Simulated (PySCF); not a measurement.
**Deuteron quadrupole couplings in `C=C[P-]CC(C)(C)C`**

C7H14P (charge -1).
Structure used (GFN2-xTB), in Å, numbered top down from 1:
```
atom  x, y, z in Å
C1     3.8162   -0.4020    0.2075
C2     2.5410   -0.1574    0.5527
P3     1.2911   -1.3611    0.8783
C4    -0.1711   -0.1974    1.1329
C5    -1.0513    0.0731   -0.0974
C6    -0.2225    0.7258   -1.2012
C7    -1.6161   -1.2502   -0.6089
C8    -2.2057    1.0046    0.2944
H9     4.1863   -1.4055    0.0711
H10    4.5278    0.4013    0.0617
H11    2.2327    0.8805    0.6725
H12    0.2018    0.7494    1.5373
H13   -0.7949   -0.6601    1.9068
H14    0.6486    0.1033   -1.3955
H15   -0.8029    0.8336   -2.1190
H16    0.1237    1.7107   -0.8905
H17   -0.7844   -1.9292   -0.7850
H18   -2.1785   -1.1128   -1.5340
H19   -2.2696   -1.6998    0.1377
H20   -2.8210    0.5478    1.0690
H21   -2.8383    1.2151   -0.5696
H22   -1.8234    1.9498    0.6783
```

Level: PBE0/pcSseg-1 (PySCF, non-relativistic); Q(2H) = 0.00286 b; rigid geometry, the same for H and D, with no vibrational averaging.

Question: Rank these positions by the coupling χzz of a deuteron there, largest first.
A. H13 (methylene hydrogen)
B. H10 (vinylic hydrogen)
C. H11 (vinylic hydrogen)
D. H18 (methyl hydrogen)
E. H17 (methyl hydrogen)

Answer: B (231 kHz), C (217 kHz), D (213 kHz), A (207 kHz), E (203 kHz).

Question: Give the electric field gradient Vzz (the principal value of largest size), its asymmetry and the 2H coupling at each hydrogen.

Answer: 
```
atom  bonded to  bond length (Å)  Vzz (au)     η  χzz (kHz)
  H9         C1            1.078    0.3496  0.11        235
 H10         C1            1.083    0.3439  0.11        231
 H11         C2            1.089    0.3234  0.04        217
 H12         C4            1.095    0.3106  0.03        209
 H13         C4            1.096    0.3085  0.03        207
 H14         C6            1.088    0.3028  0.01        203
 H15         C6            1.091    0.3166  0.02        213
 H16         C6            1.089    0.3183  0.02        214
 H17         C7            1.088    0.3024  0.01        203
 H18         C7            1.091    0.3165  0.02        213
 H19         C7            1.089    0.3185  0.02        214
 H20         C8            1.090    0.3166  0.01        213
 H21         C8            1.091    0.3149  0.00        212
 H22         C8            1.089    0.3167  0.01        213
```

Question: How does χzz go with the bond length over the 14 C–H bonds?

Answer: A straight-line fit has a slope of -15.3 kHz for each 0.01 Å, with a correlation coefficient of -0.76, over lengths from 1.078 to 1.096 Å.

Question: Give the 2H NMR doublet splittings at H14 for a magnetic field along the z, y and x axes of the gradient: 3χ/2, 3χ(1 + η)/4, 3χ(1 − η)/4.

Answer: With |χ| = 203.5 kHz and η = 0.007: 305, 154 and 152 kHz, to first order and without motion.

Isolated species at its GFN2-xTB geometry (one conformer only). The pcSseg-1 basis has no diffuse functions, a weakness for an anion. The HOMO energy is positive at this level (+0.74 eV), so the outermost electrons may be held by the finite basis alone. GFN2-xTB bond lengths can be off by several hundredths of an ångström, more for odd bonds, and the gradients follow them. A larger basis could move these couplings by a tenth or more.
